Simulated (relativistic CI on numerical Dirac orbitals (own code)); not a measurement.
Electric-dipole transitions in La²⁸⁺

These numbers are calculated, not measured: Dirac-Coulomb-Breit CI, KLI orbitals optimised for each configuration, a model potential for QED, unscaled Slater integrals (own radial code, finite nucleus).

Configuration list (outside the closed core [Ar]): 3d10 4s, 3d10 4p, 3d10 4d, 3d10 4f, 3d10 5s, 3d10 5p, 3d10 5d, 3d10 5f, 3d10 5g, 3d9 4p2, 3d10 6s, 3d10 6p, 3d10 6d, 3d8 4s 4p2, 3d9 4s2, 3d10 6f. Levels of other configurations are missing.

```csv
λ vac (Å),Lower,Upper,A (s⁻¹),E lower (eV),E upper (eV)
15.756,3d10 4p 2P°_3/2 [3],3d9 4p2 2D_5/2 [46],2.27e+12,83.965,870.885
23.500,3d10 4d 2D_3/2 [4],3d10 6f 2F°_5/2 [23],1.08e+12,179.509,707.094
23.710,3d10 4d 2D_5/2 [5],3d10 6f 2F°_7/2 [24],1.16e+12,184.494,707.420
28.808,3d10 4p 2P°_3/2 [3],3d10 5d 2D_5/2 [12],7.91e+11,83.965,514.350
32.675,3d10 4d 2D_3/2 [4],3d10 5f 2F°_5/2 [13],1.43e+12,179.509,558.958
33.064,3d10 4d 2D_5/2 [5],3d10 5f 2F°_7/2 [14],1.56e+12,184.494,559.476
35.989,3d10 4p 2P°_3/2 [3],3d10 5s 2S_1/2 [8],1.21e+12,83.965,428.474
42.534,3d10 4f 2F°_5/2 [6],3d10 5g 2G_7/2 [15],3.32e+12,286.530,578.024
42.623,3d10 4f 2F°_7/2 [7],3d10 5g 2G_9/2 [16],3.44e+12,287.332,578.215
43.790,3d10 4d 2D_5/2 [5],3d10 5p 2P°_3/2 [10],5.18e+11,184.494,467.624
63.550,3d10 5d 2D_3/2 [11],3d10 6f 2F°_5/2 [23],2.91e+11,511.998,707.094
64.217,3d10 5d 2D_5/2 [12],3d10 6f 2F°_7/2 [24],3.23e+11,514.350,707.420
86.570,3d10 5d 2D_5/2 [12],3d10 6p 2P°_3/2 [19],2.36e+11,514.350,657.568
103.12,3d10 4p 2P°_1/2 [2],3d10 4d 2D_3/2 [4],2.08e+11,59.271,179.509
115.85,3d10 4d 2D_3/2 [4],3d10 4f 2F°_5/2 [6],1.51e+11,179.509,286.530
120.56,3d10 4d 2D_5/2 [5],3d10 4f 2F°_7/2 [7],1.44e+11,184.494,287.332
123.33,3d10 4p 2P°_3/2 [3],3d10 4d 2D_5/2 [5],1.50e+11,83.965,184.494
147.66,3d10 4s 2S_1/2 [1],3d10 4p 2P°_3/2 [3],7.16e+10,0.000,83.965
222.99,3d10 5p 2P°_1/2 [9],3d10 5d 2D_3/2 [11],6.08e+10,456.399,511.998
264.02,3d10 5d 2D_3/2 [11],3d10 5f 2F°_5/2 [13],4.42e+10,511.998,558.958
265.35,3d10 5p 2P°_3/2 [10],3d10 5d 2D_5/2 [12],4.46e+10,467.624,514.350
274.75,3d10 5d 2D_5/2 [12],3d10 5f 2F°_7/2 [14],4.22e+10,514.350,559.476
316.69,3d10 5s 2S_1/2 [8],3d10 5p 2P°_3/2 [10],2.07e+10,428.474,467.624
408.95,3d10 6p 2P°_1/2 [18],3d10 6d 2D_3/2 [20],2.26e+10,651.489,681.807
485.32,3d10 6p 2P°_3/2 [19],3d10 6d 2D_5/2 [21],1.68e+10,657.568,683.115
490.30,3d10 6d 2D_3/2 [20],3d10 6f 2F°_5/2 [23],1.67e+10,681.807,707.094
510.12,3d10 6d 2D_5/2 [21],3d10 6f 2F°_7/2 [24],1.60e+10,683.115,707.420
580.49,3d10 6s 2S_1/2 [17],3d10 6p 2P°_3/2 [19],7.66e+09,636.210,657.568
650.29,3d10 5f 2F°_5/2 [13],3d10 5g 2G_7/2 [15],2.04e+09,558.958,578.024
661.62,3d10 5f 2F°_7/2 [14],3d10 5g 2G_9/2 [16],2.00e+09,559.476,578.215
```

Terms are leading LS components. Brackets give the number of a level in order of energy, since labels repeat. The list gives strong lines, with weight on those to low levels, without lines whose two gauges differ by over a factor of 2.5, among the lowest 53 of 264 levels, so that lines to higher ones, which can be the strongest, are missing. Levels whose partners in the same complex of configurations lie outside the list can be far off, and so can their lines. Rates are taken at the computed energies, electric ones in the length gauge.

At this charge energies of transitions that change n are usually good to better than 1 %, and those within a shell (Δn = 0) to a few per cent.

LS names give the leading component of a level, which can be under half, so a name can repeat, a term be missing and a line seem to break the LS rules.
